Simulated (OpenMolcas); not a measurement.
# 4d7 along the 43-electron sequence

```yaml
Program: OpenMolcas 26.06
Method: MS-CASPT2, IPEA 0.25 Eh, imaginary shift 0.1 Eh
Basis: ANO-RCC-VQZP
Scalar_Hamiltonian: DKH2, point nucleus
Spin-orbit_coupling: state interaction with AMFI integrals over the reference wave functions, term energies averaged over their components
```

Active space for each ion: 7 electrons in 5 orbitals (4d); closed shells correlated by CASPT2: 4s 4p.

Computed levels in cm-1 above 4F 9/2:

```csv
Level,Ru+,Rh2+,Pd3+,Ag4+
4F 7/2,1566,2130,2760,3540
4F 5/2,2580,3480,4450,5630
4F 3/2,3230,4330,5500,6900
4P 5/2,9640,11720,13510,15350
4P 3/2,9670,11580,13180,14660
4P 1/2,10710,13100,15240,17450
2G 9/2,11010,13250,15190,17080
2G 7/2,12530,15320,17860,20480
2H 11/2,15010,17930,20550,23200
weight of 4F in the lowest level (%),98,98,97,96
```

Mixed levels, with the weight of the term that names them: Rh2+ 4P 3/2 (74 %), Pd3+ 4P 3/2 (70 %), Ag4+ 4P 3/2 (65 %).

Measured, with the error of the calculation in %. Measured levels: Ru+ from NIST Handbook of Basic Atomic Spectroscopic Data; Rh2+ from the list in Shadmi, J. Res. Natl. Bur. Stand. 70A, 435 (1966); Ag4+ from the list in Gamrath, thesis, University of Mons (2023).

```tsv
Level	Ru+	Rh2+	Ag4+
4F 7/2	1523 (+2.8)	2148 (-0.8)	3690 (-4.0)
4F 5/2	2494 (+3.6)	3486 (-0.3)	5816 (-3.2)
4F 3/2	3104 (+4.1)	4322 (+0.1)	7097 (-2.8)
4P 5/2	8257 (+16.7)	11062 (+5.9)	14899 (+3.0)
4P 3/2	8478 (+14.0)	10997 (+5.3)	14204 (+3.2)
4P 1/2	9374 (+14.2)		17067 (+2.3)
2G 9/2			16875 (+1.2)
2G 7/2			20442 (+0.2)
2H 11/2			22532 (+3.0)
```

The fine-structure level 4F 3/2 changes by a factor of 2.14 from Ru+ to Ag4+. Its fourth root runs 7.54, 8.11, 8.61, 9.11, with steps per unit of Z of 0.57, 0.50, 0.50; equal steps would mean a (Z - σ)^4 law with constant σ.

4P 5/2 changes by a factor of 1.59 over the same range, with steps per unit of Z of +2080, +1790, +1840 cm-1.

CASPT2 breaks the degeneracy within a term, and the mean is taken; among the terms shown or strongly mixed into the levels shown the widest spread is 1100 cm-1 (4d7 4F, Rh2+). Configurations with an s electron lie low at this charge and mix in, so terms can be misplaced (holds for Ru+). Some terms miss by over 15 % even with CASPT2, which points to a basis or an active space too small for the shells correlated (holds for Ru+). Levels of configurations with an s electron are missing; early in the row they begin among the upper levels of the d shell and mix with terms of their name (holds for Rh2+). Computed and measured levels are paired by configuration, term and J; levels that our copy of the source lacks, or whose pairing is in doubt (as where it misses far off the trend of its configuration), stay unpaired and out of the deviations. Levels of configurations outside the active space are missing.
